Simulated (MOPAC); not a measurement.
Input for MOPAC: PM3 on GeH2O (SMILES [OH][GeH]), a point of a bond scan (R = 4.382 Å).

```
PM3 1SCF PRECISE CHARGE=0 THREADS=1
GeH2O

Ge    -0.23528061 1    -0.20095819 1     0.24734314 1
H     -3.40933692 1     0.25598039 1    -2.73907267 1
O      1.02522544 1     0.68082931 1    -0.68889534 1
H      0.73803318 1     1.01574925 1    -1.54508087 1
```

It printed:

```
*******************************************************************************
 **                                                                           **
 **                              MOPAC v23.2.5                                **
 **                                                                           **
 *******************************************************************************
 ** MOPAC's Digital Object Identifier: https://doi.org/10.5281/zenodo.6511958 **
 **                                                                           **
 ** Please cite the open-source release paper for use of this MOPAC version:  **
 ** J. E. Moussa and J. J. P. Stewart (2026)                                  **
 ** MOPAC: An open-source semiempirical molecular orbital program             **
 ** J. Open Source Softw., 11(119), 8025, https://doi.org/10.21105/joss.08025 **
 *******************************************************************************

                              PM3 CALCULATION RESULTS

 *******************************************************************************
 *  PM3        - The PM3 Hamiltonian to be used
 *
 *
 *
 *                 CHARGE ON SYSTEM = 0
 *
 *
 *
 *  PRECISE    - TIGHTER CRITERIA TO BE USED
 *  1SCF       - DO 1 SCF AND THEN STOP
 *  THREADS=1  - MULTI-THREADING NOT USED
 *  T=         - A TIME OF 172800.0 SECONDS REQUESTED
 *  DUMP=N     - RESTART FILE WRITTEN EVERY 7200.0 SECONDS REQUESTED
 *******************************************************************************
PM3 1SCF PRECISE CHARGE=0 THREADS=1
 GeH2O

   ATOM   CHEMICAL          X               Y               Z
  NUMBER   SYMBOL      (ANGSTROMS)     (ANGSTROMS)     (ANGSTROMS)

     1      Ge         -0.23528061  *  -0.20095819  *   0.24734314  *
     2       H         -3.40933692  *   0.25598039  *  -2.73907267  *
     3       O          1.02522544  *   0.68082931  *  -0.68889534  *
     4       H          0.73803318  *   1.01574925  *  -1.54508087  *



          CARTESIAN COORDINATES

    NO.       ATOM           X           Y           Z

     1        Ge         -0.2353     -0.2010      0.2473
     2         H         -3.4093      0.2560     -2.7391
     3         O          1.0252      0.6808     -0.6889
     4         H          0.7380      1.0157     -1.5451

  H: (PM3): J. J. P. STEWART, J. COMP. CHEM. 10, 209 (1989).
  O: (PM3): J. J. P. STEWART, J. COMP. CHEM. 10, 209 (1989).
 Ge: (PM3): J. J. P. STEWART, J. COMP. CHEM. 12, 320-341 (1991).

           Empirical Formula: H2 O Ge  =     4 atoms



      MOLECULAR POINT GROUP   :   Cs


      RHF CALCULATION, NO. OF DOUBLY OCCUPIED LEVELS = 6



 ALL CONVERGERS ARE NOW FORCED ON
 SHIFT=10, PULAY ON, CAMP-KING ON
 AND ITERATION COUNTER RESET



 -------------------------------------------------------------------------------
 PM3 1SCF PRECISE CHARGE=0 THREADS=1
 GeH2O



     1SCF WAS SPECIFIED, SO BFGS WAS NOT USED
     SCF FIELD WAS ACHIEVED


                              PM3 CALCULATION
                                                       MOPAC v23.2.5 Linux




          FINAL HEAT OF FORMATION =        105.83289 KCAL/MOL =     442.80480 KJ/MOL


          COSMO AREA              =        105.50 SQUARE ANGSTROMS
          COSMO VOLUME            =         83.86 CUBIC ANGSTROMS

          IONIZATION POTENTIAL    =          5.258326 EV
          HOMO LUMO ENERGIES (EV) =         -5.258 -1.829
          NO. OF FILLED LEVELS    =          6
          MOLECULAR WEIGHT        =         90.6052         POINT GROUP:  Cs

          MOLECULAR DIMENSIONS (Angstroms)

            Atom       Atom       Distance
            O     3    H     2     4.90398
            H     4   Ge     1     2.36320
           Ge     1    O     3     0.00000


          SCF CALCULATIONS        =          1





   ATOM   CHEMICAL          X               Y               Z
  NUMBER   SYMBOL      (ANGSTROMS)     (ANGSTROMS)     (ANGSTROMS)

     1      Ge         -0.23528061  *  -0.20095819  *   0.24734314  *
     2       H         -3.40933692  *   0.25598039  *  -2.73907267  *
     3       O          1.02522544  *   0.68082931  *  -0.68889534  *
     4       H          0.73803318  *   1.01574925  *  -1.54508087  *

                             CARTESIAN COORDINATES

   1   Ge       -0.235280610    -0.200958190     0.247343140
   2    H       -3.409336920     0.255980390    -2.739072670
   3    O        1.025225440     0.680829310    -0.688895340
   4    H        0.738033180     1.015749250    -1.545080870


           Empirical Formula: H2 O Ge  =     4 atoms



      MOLECULAR POINT GROUP   :   Cs


                  EIGENVALUES
 -35.63640 -17.39457 -15.18922 -12.53725 -11.58758  -5.25833  -1.82936  -0.99153
   1.40367   4.82227


              NET ATOMIC CHARGES AND DIPOLE CONTRIBUTIONS

  ATOM NO.   TYPE          CHARGE      No. of ELECS.   s-Pop       p-Pop
    1         Ge           0.769409        3.2306     1.89387     1.33672
    2          H          -0.375870        1.3759     1.37587
    3          O          -0.604073        6.6041     1.78684     4.81724
    4          H           0.210534        0.7895     0.78947
 DIPOLE           X         Y         Z       TOTAL
 POINT-CHG.     3.057    -2.153     6.296     7.322
 HYBRID         0.943     1.204    -1.788     2.353
 SUM            4.000    -0.949     4.507     6.100


          ATOMIC ORBITAL ELECTRON POPULATIONS

     Atom    s        px        py        pz
    1 Ge   1.89387   0.50503   0.25278   0.57891
    2  H   1.37587
    3  O   1.78684   1.70430   1.74449   1.36844
    4  H   0.78947

 **********************
 *                    *
 * JOB ENDED NORMALLY *
 *                    *
 **********************




 == MOPAC DONE ==
```

The run finished.

Cost: about 0.12 core-seconds (a rough figure).
